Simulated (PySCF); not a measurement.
Job file and geometry (Å, from GFN2-xTB) of an NMR shielding run on `InChI=1S/C6H9P/c1-2-7-5-3-4-6-7/h2-3,5H,1,4,6H2`, GIAO PBE0/pcSseg-1 NMR shielding, non-relativistic, gas phase (PySCF); density fitting, a coarse starting grid and PySCF grid level 2 are the driver's defaults:

```
{"job": {"kind": "nmr", "xc": "PBE0", "basis": "pcSseg-1"}, "charge": 0, "multiplicity": 1}
C     -2.835603     0.159003    -0.495560
C     -1.553874    -0.072306    -0.724461
P     -0.283316     1.236382    -0.519797
C      1.031207     0.408372    -1.479925
C      1.783733    -0.420445    -0.771115
C      1.447709    -0.567819     0.679628
C      0.504239     0.580233     1.050906
H     -3.184016     1.132745    -0.190934
H     -3.587753    -0.608361    -0.596416
H     -1.207820    -1.048791    -1.044880
H      1.158260     0.603861    -2.532698
H      2.597528    -1.001216    -1.181876
H      0.964749    -1.537759     0.837211
H      2.350148    -0.552002     1.294917
H      1.069857     1.409014     1.485046
H     -0.262646     0.288033     1.769023
```

Q: Write the output of this run.

A: 
```
coarse grid: 13720 points
cycle   1  E = -574.8108412730  dE =  8.751e-01  |g| = 4.050e-01  |ddm| = 3.725e+00
cycle   2  E = -574.8033387410  dE =  7.503e-03  |g| = 4.452e-01  |ddm| = 7.901e-01
cycle   3  E = -574.8546259579  dE = -5.129e-02  |g| = 5.818e-02  |ddm| = 4.554e-01
cycle   4  E = -574.8552269819  dE = -6.010e-04  |g| = 3.278e-02  |ddm| = 9.046e-02
cycle   5  E = -574.8554843678  dE = -2.574e-04  |g| = 8.852e-03  |ddm| = 3.133e-02
cycle   6  E = -574.8555042271  dE = -1.986e-05  |g| = 2.735e-03  |ddm| = 1.186e-02
cycle   7  E = -574.8555061452  dE = -1.918e-06  |g| = 6.371e-04  |ddm| = 3.390e-03
final grid: 127528 points
cycle   8  E = -574.8998047522  dE = -3.053e-05  |g| = 8.048e-03  |ddm| = 3.369e-02
cycle   9  E = -574.8997979878  dE =  6.764e-06  |g| = 9.601e-03  |ddm| = 1.627e-02
cycle  10  E = -574.8998218067  dE = -2.382e-05  |g| = 8.308e-04  |ddm| = 9.542e-03
cycle  11  E = -574.8998219617  dE = -1.551e-07  |g| = 3.143e-04  |ddm| = 1.047e-03
cycle  12  E = -574.8998219862  dE = -2.442e-08  |g| = 7.772e-05  |ddm| = 2.864e-04
cycle  13  E = -574.8998219875  dE = -1.377e-09  |g| = 2.924e-05  |ddm| = 1.087e-04
cycle  14  E = -574.8998219878  dE = -2.249e-10  |g| = 7.222e-06  |ddm| = 3.607e-05
converged SCF energy = -574.8998219878

GIAO shielding tensors (ppm)
atom      isotropic    diamagn.    paramagn.     s11        s22        s33       span
  0 C       49.575     252.558    -202.983    -70.806     58.887    160.645    231.451
  1 C       30.266     260.984    -230.717    -85.738     35.157    141.380    227.118
  2 P      343.781     966.166    -622.386    300.105    362.171    369.067     68.962
  3 C       46.586     261.622    -215.036    -59.594     53.393    145.959    205.553
  4 C       35.588     254.727    -219.138    -73.300     43.485    136.580    209.880
  5 C      148.645     247.879     -99.234    121.438    152.102    172.395     50.957
  6 C      152.916     251.007     -98.091    129.430    156.871    172.448     43.017
  7 H       25.563      30.553      -4.991     21.400     24.907     30.381      8.982
  8 H       25.674      29.023      -3.349     22.131     24.892     29.998      7.867
  9 H       24.996      32.993      -7.997     20.675     24.162     30.151      9.475
 10 H       25.240      31.415      -6.175     24.081     25.271     26.368      2.287
 11 H       24.983      30.363      -5.380     23.537     24.553     26.859      3.322
 12 H       28.863      30.621      -1.758     25.083     26.620     34.885      9.802
 13 H       29.050      29.493      -0.443     23.984     27.320     35.846     11.862
 14 H       29.637      30.998      -1.361     23.732     28.355     36.823     13.091
 15 H       29.968      31.536      -1.568     26.251     28.262     35.392      9.141
```

Size and cost of the density-fitted run: 171 basis functions, 41 s wall time on 1 thread of an Arm Neoverse N1, shared host.
